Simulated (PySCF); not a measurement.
# Computed properties of 1,2-difluorocyclopenta-1,3-diene (C5H4F2), SMILES FC1=C(F)CC=C1

C5H4F2, SMILES FC1=C(F)CC=C1. Coordinates come from a B3LYP-D3(BJ)/def2-SVP optimisation. Other conformers were not sampled. All values are computed for the isolated molecule unless a solvent is named; none is compared with measurement here.

**Structure.** The optimised structure has Cs symmetry. All 27 harmonic modes at B3LYP-D3(BJ)/def2-SVP (PySCF) are real, so it is a minimum. With heavy atoms numbered as in [F:1][C:2]1=[C:3]([F:4])[CH2:5][CH:6]=[CH:7]1, the shortest bond between them is C3–F4 at 1.331 Å and the longest C5–C6 at 1.509 Å.

**Vibrations.** The strongest infrared lines (harmonic, unscaled, degenerate partners summed) lie at 1770 cm⁻¹ (126 km/mol, C 94 %), 1435 cm⁻¹ (71 km/mol, C 78 %, H 16 %), 1274 cm⁻¹ (63 km/mol, C 59 %, H 30 %, F 12 %). The softest mode is at 228 cm⁻¹ and the zero-point energy is 48.3 kcal/mol.

**Electronic structure.** CAM-B3LYP/def2-TZVP (PySCF) places the frontier levels at -7.73 and 0.31 eV, a gap of 8.04 eV, and gives a dipole moment of 2.64 D and a mean polarisability of 54.7 bohr³. PBE/def2-TZVP (PySCF) at the same geometry gives -5.27 and -1.69 eV, so its gap is 4.46 eV narrower. An orbital gap is neither the optical nor the fundamental gap.

**Excitations.** TDA-M06-2X/def2-SVPD (PySCF) has S1 at 5.45 eV (228 nm, f = 0.119, bright); the most intense of the 10 singlets computed lies at 5.45 eV (f = 0.12). T1 (TDA) is at 3.33 eV, 2.12 eV under S1. TDA-PBE/def2-SVPD (PySCF) puts S1 at 4.91 eV. No vertical singlet excitation falls in the visible range (under 3.1 eV).

**NMR.** GIAO shifts at B3LYP/pcSseg-1 (PySCF) (non-relativistic, atoms alike by connectivity averaged): ¹³C from 40.8 to 157.3 ppm against TMS; ¹H from 3.3 to 6.7 ppm against TMS; ¹⁹F from -164.5 to -162.2 ppm against CFCl3.
